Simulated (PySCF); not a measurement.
# NMR problem set

[PySCF 2.14: shielding tensors at PBE0/pcSseg-1 (GIAO); geometry: GFN2-xTB; no solvent; one computed conformer; relativity neglected; averaged over atoms made equivalent by symmetry, fast rotation or ring inversion]

Shifts are taken against calculated references (same method and geometry level): 1H (31.72 ppm) and 13C (186.93 ppm) against TMS. Splittings of carbon signals by F and P are missing where no couplings were computed. Where no couplings were computed, multiplicities follow the n + 1 count of equivalent neighbours, and m marks all less simple cases (inequivalent or close neighbours, rings, F or P nearby). Shifts are as computed. Against solution values, carbons near 30 ppm lie about +3 ppm off and those near 130 ppm about +5 ppm. Of 1309 compounds with measured shifts, 239 miss one by over three times the rms of a fit or turn the order of signals round; such compounds aren't used in these exercises. OH and NH positions are gas-phase values without hydrogen bonding to other molecules.

(1) C₃H₉FN₂Si. 1H NMR (400 MHz, computed): δ 5.39 (m, 1H), 2.29 (m, 1H), 1.74 (m, 1H), 1.63 (m, 1H), 1.22 (m, 1H), 0.65 (br s, 2H), 0.55 (br s, 2H). 13C{1H} NMR (computed): δ 106.4 (CH), 25.8 (CH2), 21.7 (CH2). Give a structure.

(2) C₅H₈O₄Si. 1H NMR (500 MHz, computed): δ 6.14 (m, 1H), 5.99 (m, 1H), 5.74 (m, 1H), 5.54 (m, 1H), 4.89 (s, 3H), 4.84 (m, 1H). 13C{1H} NMR (computed): δ 158.8 (C), 140.6 (CH), 123.8 (CH2), 101.4 (CH), 88.9 (CH). What is it?

## Answers

(1) `N[Si]1(N)CC[C@@H]1F`. Rings plus π bonds: 1 (1 ring in the answer). 3 carbon signals for 3 carbons: no two carbons are equivalent. Carbon types of the structure: 1 × CH, 2 × CH2, leaving 4 H on heteroatoms. δC 106.4: sp3 CH bonded to F and Si; the inductive effect lowers its shielding. δC 25.8: sp3 CH2 in a ring; a saturated carbon with 2 carbon neighbours and no heteroatom attached. δH 5.39: hydrogen on an sp3 CH bonded to F and Si; its carbon carries F, hence the downfield position. δH 0.65, 0.55: hydrogen on a nitrogen bonded to Si; labile proton, position sensitive to the medium.

This is the structure that produced the data.

(2) `O([C@H]1[C@H](C=C)OC(=O)O1)[SiH3]`. The formula gives 3 degrees of unsaturation (1 ring in the answer). 5 carbon signals for 5 carbons: no two carbons are equivalent. Carbon types of the structure: 1 × C, 3 × CH, 1 × CH2, leaving 3 H on heteroatoms. δC 158.8: carbonate carbon; lone-pair donation from the attached heteroatom keeps it upfield of a ketone carbonyl. δC 140.6: alkene CH; the olefinic region. δC 101.4: sp3 carbon bearing two oxygens; 2 electronegative neighbours deshield it. δC 88.9: allylic sp3 CH bonded to O; pulled downfield by the heteroatom.

This is the structure that produced the data.
